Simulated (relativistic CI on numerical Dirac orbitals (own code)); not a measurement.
# Zn3+ (3d9) in a crystal field

Calculated by Dirac-Coulomb-Breit CI, orbitals from a KLI potential per configuration, a model potential for QED, one configuration in a parametric crystal field, unscaled Slater integrals (own radial code).

Field parameters in Wybourne normalisation: D3d B²₀ = −7Dσ, B⁴₀ = −14Dq − 21Dτ, B⁴₃ = −14√(10/7) Dq. The field is a parameter set, without covalency.

S is read from ⟨S²⟩ = S(S + 1).

Powder χT (cm³ K mol⁻¹) by Van Vleck's formula, with temperature-independent terms:

```csv
Field,2 K,5 K,10 K,20 K,50 K,100 K,200 K,300 K
"D3d, 10Dq = 17400, Dσ = -1200, Dτ = 330 cm⁻¹",0.255,0.259,0.266,0.279,0.318,0.38,0.462,0.496
"D3d, 10Dq = 17400, Dσ = -980, Dτ = 330 cm⁻¹",0.245,0.249,0.256,0.271,0.314,0.381,0.462,0.493
"D3d, 10Dq = 17400, Dσ = -760, Dτ = 330 cm⁻¹",0.234,0.239,0.247,0.263,0.312,0.385,0.463,0.49
"D3d, 10Dq = 17400, Dσ = -550, Dτ = 330 cm⁻¹",0.224,0.229,0.239,0.257,0.313,0.391,0.464,0.487
"D3d, 10Dq = 17400, Dσ = -330, Dτ = 330 cm⁻¹",0.213,0.219,0.231,0.253,0.319,0.402,0.466,0.485
"D3d, 10Dq = 17400, Dσ = -110, Dτ = 330 cm⁻¹",0.202,0.21,0.225,0.253,0.334,0.418,0.469,0.484
"D3d, 10Dq = 17400, Dσ = 110, Dτ = 330 cm⁻¹",0.192,0.204,0.224,0.264,0.365,0.438,0.472,0.483
"D3d, 10Dq = 17400, Dσ = 330, Dτ = 330 cm⁻¹",0.186,0.207,0.242,0.309,0.417,0.458,0.475,0.482
```

(1) For D3d, 10Dq = 17400, Dσ = -980, Dτ = 330 cm⁻¹: what effective moment follows at 300 K?

Results:

(1) μ_eff = √(8χT) = 1.99 μB. The ground level has S = 0.50; the spin-only moment for S = 1/2 is 1.73 μB. The difference comes from the orbital moment, spin-orbit mixing of terms and temperature-independent paramagnetism, all larger in this ionic model than in covalent complexes.
